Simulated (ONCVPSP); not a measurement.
Transferability test, ONCV potential for Ta (Z = 73)

Ta, optimised norm-conserving Vanderbilt (ONCV), made with ONCVPSP 4.0.1 (PBE, scalar-relativistic). Core [Kr] 4d10 4f14, reference 5s2 5p6 5d3 6s2. Waves: 5s+6s: rc 1.90 bohr, ncon 4, nbas 7, qcut 7.3 1/bohr, 2 projectors; 5p: rc 1.40 bohr, ncon 3, nbas 7, qcut 5.3 1/bohr, 1 projector; 5d: rc 2.25 bohr, ncon 4, nbas 8, qcut 5.7 1/bohr, 2 projectors, debl 1 Ha. Local part: polynomial inside 1.00 bohr (lpopt 5, dvloc0 3 Ha). Core correction: none.

Energies are relative to the spin-unpolarised reference configuration 5s2 5p6 5d3 6s2; without spin polarisation the order of configurations can differ from experiment.

(1) Give the all-electron excitation energy and the error of the potential for: 5s2 5p6 5d3 6s1; 5s2 5p6 5d3 6s0; 5s2 5p6 5d2 6s0; 5s2 5p6 5d2 6s2.

Levels in the configuration 5s2 5p6 5d2 6s0:

```json
{"level": "5s", "all-electron (eV)": "-101.035", "pseudo (eV)": "-101.170"}
{"level": "5p", "all-electron (eV)": "-67.145", "pseudo (eV)": "-67.224"}
{"level": "5d", "all-electron (eV)": "-29.129", "pseudo (eV)": "-29.129"}
```

Note: no bound ghost flagged; GHOST(+) flagged for s at 29.6 eV.

Answers

(1)

```json
{"valence configuration": "5s2 5p6 5d3 6s1", "charge": "+1", "ΔE all-electron (eV)": "8.468", "error AE − PS (meV)": "-1.5"}
{"valence configuration": "5s2 5p6 5d3 6s0", "charge": "+2", "ΔE all-electron (eV)": "23.440", "error AE − PS (meV)": "+5.0"}
{"valence configuration": "5s2 5p6 5d2 6s0", "charge": "+3", "ΔE all-electron (eV)": "47.044", "error AE − PS (meV)": "+7.9"}
{"valence configuration": "5s2 5p6 5d2 6s2", "charge": "+1", "ΔE all-electron (eV)": "7.681", "error AE − PS (meV)": "-1.7"}
```
